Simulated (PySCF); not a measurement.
# RhSBr: from structure and modes to constants

Method: PySCF, UB3LYP, basis Rh def2-SVP with ECP28, S def2-SVP, Br def2-SVP (scalar-relativistic core potentials, no spin–orbit coupling, density fitting).

The triplet minimum has Cs symmetry. Masses (u): Rh 102.90550, S 31.97207, Br 78.91834.

```xyz
3
charge 0 multiplicity 3, angstrom
Rh   -0.4610    0.0000   -0.6632
S    -2.1746    0.0000    0.4790
Br    1.4803    0.0000    0.6688
```

Harmonic wavenumbers (cm⁻¹): 88.7 (a', ×1), 272.7 (a', ×1), 517.5 (a', ×1).

Problem. Find the principal moments of inertia and the rotational constants. What kind of rotor is it?

Solution. About the centre of mass I = 67.042, 366.86, 433.9 u Å². With B = 16.8576/I this gives 0.2514, 0.04595, 0.03885 cm⁻¹. The molecule is an asymmetric top with κ = -0.93.

Problem. What is the harmonic zero-point energy?

Solution. Half the sum of all 3 wavenumbers, 879/2 = 439 cm⁻¹, which is 5.3 kJ/mol (1 cm⁻¹ = 0.0119627 kJ/mol).

Problem. Find the vibrational entropy and heat capacity at 298.15 K.

Solution. With u = 1.43878 ω/T, each mode gives S = R[u/(eᵘ−1) − ln(1−e⁻ᵘ)] and C = R u² eᵘ/(eᵘ−1)².
| ω (cm⁻¹) | u | S (J/(mol K)) | C (J/(mol K)) |
| --- | --- | --- | --- |
| 88.7 | 0.428 | 15.44 | 8.19 |
| 272.7 | 1.316 | 6.61 | 7.21 |
| 517.5 | 2.498 | 2.58 | 5.07 |
The sums over all modes are S = 24.6 and C = 20.5 J/(mol K); the softest mode gives 63 % of the entropy.

Problem. Give the standard entropy (298.15 K, 1 bar) by its translational, rotational, vibrational and spin parts, and Cp.

Solution. Sackur–Tetrode with M = 213.80 u gives 175.8; rotation with symmetry number 1 gives 115.8; vibration 24.6; spin R ln 3 = 9.1. The total is 325.3 J/(mol K), and Cp = 4 R + 20.5 = 53.7 J/(mol K).

Only a few start shapes were tried, so a lower isomer may exist. With open d or f shells other occupations or spin states may lie lower.
